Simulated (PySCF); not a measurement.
**GeSe₂: from structure and modes to constants**

Computed with PBE0 in PySCF with Ge def2-TZVP, Se def2-TZVP; no relativity; density-fitted integrals.

The singlet minimum has D∞h symmetry. Masses (u): Ge 73.92118, Se 79.91652.

```xyz
3
charge 0 multiplicity 1, angstrom
Ge    0.0000    0.0000    0.0000
Se    0.0000    0.0000    2.1250
Se    0.0000    0.0000   -2.1250
```

Harmonic wavenumbers (cm⁻¹): 99.8 (πu, ×2), 285.6 (σg+, ×1), 503.9 (σu+, ×1).

(1) Find the principal moments of inertia and the rotational constants. What kind of rotor is it?

(2) What is the harmonic zero-point energy?

(3) Find the vibrational entropy and heat capacity at 298.15 K.

(4) Give the standard entropy (298.15 K, 1 bar) by its translational, rotational, vibrational and spin parts, and Cp.

(5) Find the bond force constant k and the stretch–stretch coupling k′ of the valence force field.

Answers

(1) About the centre of mass I = 721.77 u Å². With B = 16.8576/I this gives 0.02336 cm⁻¹. The molecule is linear.

(2) Half the sum of all 4 wavenumbers, 989/2 = 494 cm⁻¹, which is 5.9 kJ/mol (1 cm⁻¹ = 0.0119627 kJ/mol).

(3) With u = 1.43878 ω/T, each mode gives S = R[u/(eᵘ−1) − ln(1−e⁻ᵘ)] and C = R u² eᵘ/(eᵘ−1)².
| ω (cm⁻¹) | u | S (J/(mol K)) | C (J/(mol K)) |
| --- | --- | --- | --- |
| 99.8 (×2) | 0.481 | 14.47 | 8.16 |
| 285.6 | 1.378 | 6.28 | 7.11 |
| 503.9 | 2.432 | 2.71 | 5.19 |
The sums over all modes are S = 37.9 and C = 28.6 J/(mol K); the softest mode gives 38 % of the entropy (each member, where degenerate).

(4) Sackur–Tetrode with M = 233.75 u gives 176.9; rotation with symmetry number 2 gives 78.1; vibration 37.9; spin R ln 1 = 0.0. The total is 293.0 J/(mol K), and Cp = 7/2 R + 28.6 = 57.7 J/(mol K).

(5) For linear XMX, 4π²c²ω(σg)² = (k + k′)/mX and 4π²c²ω(σu)² = (k − k′)(1 + 2mX/mM)/mX. So k + k′ = 3.840 and k − k′ = 3.781 mdyn/Å, giving k = 3.810 and k′ = 0.030 mdyn/Å.
